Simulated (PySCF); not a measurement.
**C⁺: excitation energy**

C⁺ [He] 2s2 2p1 (2P) → C⁺ [He] 2s2 3d1 (2D), as a difference of total energies. All numbers are calculated (PySCF 2.14, the non-relativistic Hamiltonian (point nucleus), in aug-cc-pwCVTZ (7s6p4d2f, 59 functions)). Correlated levels: valence: 1s2 frozen. The calculations carry no spin-orbit coupling.

| method | excitation energy (eV) |
| --- | --- |
| UHF | 18.613 |
| MP2 (valence) | 18.492 |
| SCS-MP2 (valence) | 18.465 |
| CCSD (valence) | 18.579 |
| CCSD(T) (valence) | 18.579 |

**Question.** How much does correlation contribute at CCSD(T) (valence)?

**Answer.** 18.579 − (18.613) = -0.034 eV, measured against UHF.

Errors of the correlated levels include the incompleteness of this basis and the frozen core.

The promoted electron is Rydberg-like, and one or two diffuse shells describe it only roughly, which tends to raise the upper state.

The coupled-cluster amplitudes are large for the upper state (T1 above 0.03 or a double amplitude above 0.15), so a single reference is strained.

For comparison: 18.041 eV (measured; NIST levels, between the centres of gravity of the two terms).
